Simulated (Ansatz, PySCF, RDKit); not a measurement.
Dimer: N2 (SMILES N#N) (first 2 atoms) with CH4O (SMILES CO); geometry from B3LYP-D3(BJ)/def2-TZVP, rigid monomers moved along the line of their centres of mass till N2···H8 is 2.71 Å.
(charge 0, multiplicity 1):
```xyz
8

N      0.3202     0.4534    -0.1787
N     -0.0261     0.6827     0.8294
C      0.1353    -0.3877     4.6607
O     -1.1132     0.0934     4.1885
H      0.6192    -1.0585     3.9413
H     -0.0643    -0.9509     5.5715
H      0.8281     0.4261     4.9035
H     -0.9626     0.5732     3.3682
```

Counterpoise-corrected where a basis set is named; no monomer relaxation. Rows marked so take none. RDKit's UFF carries no charges.

Rows in STO-3G carry no dispersion term and start afresh at each structure.

Codes used: Ansatz (Gaussian basis) for Hartree–Fock, density functionals and correlated methods; PySCF for STO-3G rows, the dispersion terms; RDKit for the force fields. Each number belongs to the level named beside it.

Question: One of these levels gives -7.4 meV for the interaction energy. Name it.
A) PBE-D3(BJ)/def2-TZVPPD
B) UFF
C) HF/STO-3G (no counterpoise)

Answer: B, UFF. The others give -32.6 (HF/STO-3G (no counterpoise)), -56.2 (PBE-D3(BJ)/def2-TZVPPD)

Ansatz is an electronic-structure program.
